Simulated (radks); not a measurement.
Q: Species: Er37+. Configuration: [Ar] 3d10 4s1.5 4p1.5 (fractional occupations, a model configuration). Calculated with a radial shooting solver on a logarithmic mesh with Libxc functionals: scalar-relativistic Kohn-Sham, SCAN, spin-polarised, spherical densities, finite nucleus; open shells are filled with parallel spins first (spin-orbit coupling, left out, can overturn this in heavy ions); meta-GGA in the generalised Kohn-Sham scheme; Fermi nuclear charge, rms radius 5.2516 fm. Some entries of the table are withheld. Estimate them.

orbital,occ.,eigenvalue (eV),<r> (bohr),r(max) (bohr)
1s up,1,-59057.92,0.02037,0.01286
1s down,1,-59055.81,0.02037,0.01286
2s up,1,-11263.92,0.08629,0.07310
2s down,1,-11262.76,0.08628,0.07311
2p up,3,-10146.53,0.07657,0.05950
2p down,3,-10144.74,0.07657,0.05951
3s up,1,-3692.717,0.2216,0.2052
3s down,1,-3691.203,0.2215,0.2053
3p up,3,(1),0.2200,0.2016
3p down,3,(2),0.2199,0.2017
3d up,5,-2930.990,0.1986,0.1641
3d down,5,-2928.492,0.1985,0.1641
4s up,1,-1748.647,0.4472,(3)
4s down,0.5,-1731.025,0.4474,(4)
4p up,1.5,-1618.118,0.4570,0.4510

A: 
(1) 3p up eigenvalue (eV): -3349.149
(2) 3p down eigenvalue (eV): -3347.030
(3) 4s up r(max) (bohr): 0.4407
(4) 4s down r(max) (bohr): 0.4401
